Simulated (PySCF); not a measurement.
**Electronic structure of Ni (nickel, neutral) at the UHF level**

Configuration: [Ar] 3d9 4s1, high-spin 3D determinant (an excited configuration). All numbers are calculated (PySCF 2.14, scalar relativity by spin-free X2C-1e, in x2c-QZVPPall (11s7p6d4f2g, 108 functions)).

```json
{
 "Total energy": "-1519.072515 hartree",
 "One-electron energy": "-2114.7327 hartree",
 "Hartree (Coulomb) energy": "658.2410 hartree",
 "Exchange energy": "-62.5808 hartree",
 "⟨S²⟩": "2.0010",
 "⟨L²⟩": "6.025",
 "Sum of ⟨r⟩": "20.92 bohr",
 "Sum of ⟨r²⟩": "32.72 bohr²",
 "Traceless quadrupole moment −½Σ⟨3z² − r²⟩ along its main axis": "-0.367 e·bohr²",
 "Langevin diamagnetic susceptibility": "-25.9 ×10⁻⁶ cm³/mol"
}
```

```json
{"shell": "1s α", "electrons": "1", "mean orbital energy (hartree)": "-308.58025", "spread (hartree)": "0", "rms radius, mean of both spins (bohr)": "0.0624"}
{"shell": "1s β", "electrons": "1", "mean orbital energy (hartree)": "-308.57809", "spread (hartree)": "0", "rms radius, mean of both spins (bohr)": "0.0624"}
{"shell": "2s α", "electrons": "1", "mean orbital energy (hartree)": "-38.40292", "spread (hartree)": "0", "rms radius, mean of both spins (bohr)": "0.265"}
{"shell": "2s β", "electrons": "1", "mean orbital energy (hartree)": "-38.36765", "spread (hartree)": "0", "rms radius, mean of both spins (bohr)": "0.265"}
{"shell": "2p α", "electrons": "3", "mean orbital energy (hartree)": "-32.86532", "spread (hartree)": "0.03573", "rms radius, mean of both spins (bohr)": "0.238"}
{"shell": "2p β", "electrons": "3", "mean orbital energy (hartree)": "-32.83263", "spread (hartree)": "0.00189", "rms radius, mean of both spins (bohr)": "0.238"}
{"shell": "3s α", "electrons": "1", "mean orbital energy (hartree)": "-4.82608", "spread (hartree)": "0", "rms radius, mean of both spins (bohr)": "0.800"}
{"shell": "3s β", "electrons": "1", "mean orbital energy (hartree)": "-4.72620", "spread (hartree)": "0", "rms radius, mean of both spins (bohr)": "0.800"}
{"shell": "3p α", "electrons": "3", "mean orbital energy (hartree)": "-3.14830", "spread (hartree)": "0.07834", "rms radius, mean of both spins (bohr)": "0.857"}
{"shell": "3p β", "electrons": "3", "mean orbital energy (hartree)": "-3.03504", "spread (hartree)": "0.05553", "rms radius, mean of both spins (bohr)": "0.857"}
{"shell": "3d α", "electrons": "5", "mean orbital energy (hartree)": "-0.47365", "spread (hartree)": "0.09606", "rms radius, mean of both spins (bohr)": "1.23"}
{"shell": "3d β", "electrons": "4", "mean orbital energy (hartree)": "-0.41922", "spread (hartree)": "0.07512", "rms radius, mean of both spins (bohr)": "1.23"}
{"shell": "4s α", "electrons": "1", "mean orbital energy (hartree)": "-0.24211", "spread (hartree)": "0", "rms radius, mean of both spins (bohr)": "3.59"}
```

Densities and radii are taken from the X2C orbitals without a picture-change correction, which distorts them close to the nucleus.

Spin-orbit constants ζ (cm⁻¹) from the X2C one-electron operator on these orbitals: bare nucleus, nucleus screened by l(l+1)(2l+1)/3 electrons, and screened by the Breit-Pauli mean field of the electrons.

| shell | bare | screened nucleus | mean field |
| --- | --- | --- | --- |
| 2p | 98550 | 91510 | n/a |
| 3p | 11970 | 11120 | n/a |
| 3d | 1065 | 684.8 | n/a |

To first order the Landé constant is A = -342.4 cm⁻¹, so the lowest level has J = 3 and lies 0.0849 eV below the centre of the term. This holds in LS coupling only.
